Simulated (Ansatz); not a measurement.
`[F][GeH]([SH])[Cl]` → `[F][Ge]([SH])[Cl]`• + H•  (homolysis of the Ge–H bond)

Program: Ansatz. Geometries: PBE0-D4/def2-TZVP. ΔE: electronic, gas phase. CBS: MP2 limit from def2 TZ/QZ plus the TZ coupled-cluster correction, frozen cores. This one scheme is used for every species, atoms too. DFT in def2-TZVPP. B3LYP here is the variant with VWN-RPA as its local correlation; programs differ in this. HSE06 is defined as in plane-wave codes. No spin–orbit coupling; open shells (•) take unrestricted orbitals. Bonds to Ge are less sure, by a few kJ/mol each and by 10 to 20 or more in all where they break to atoms, as the def2 sets lack core-valence functions. Scalar relativity is left out up to krypton. One conformer a species, not always the lowest.

**Question.** What is ΔE at CCSD(T)/CBS? (Estimate.)

**Answer.** Ansatz gave: +368.2 kJ/mol.

**Question.** What do these levels give: LDA (SPW92), PBE-D4, BLYP-D4, PBE, BLYP, B3LYP, r2SCAN0, HSE06, MP2/def2-SVP, SCS-MP2/def2-TZVPP, CCSD(T)/def2-TZVPP, SCS-MP2/def2-QZVPP? (Best estimate.)

**Answer.** The calculation gave: LDA (SPW92) 366.0, PBE-D4 324.6, BLYP-D4 322.1, PBE 323.2, BLYP 319.1, B3LYP 337.5, r2SCAN0 344.8, HSE06 337.2, MP2/def2-SVP 348.4, SCS-MP2/def2-TZVPP 365.4, CCSD(T)/def2-TZVPP 362.1, SCS-MP2/def2-QZVPP 369.8 kJ/mol.

Largest T1 diagnostic among the species: 0.014.

From PBE to PBE0 (25 % exact exchange), in def2-TZVPP and without D4, ΔE moves by +14.6 kJ/mol. Leaving LDA and LC-ωPBE aside and taking each functional with its dispersion term where it has one, the values, not all of them listed here, spread over 39.3 kJ/mol, from revPBE-D4 to ωB97X-V. LDA lies +42.7 kJ/mol from PBE without D4, its usual overbinding.
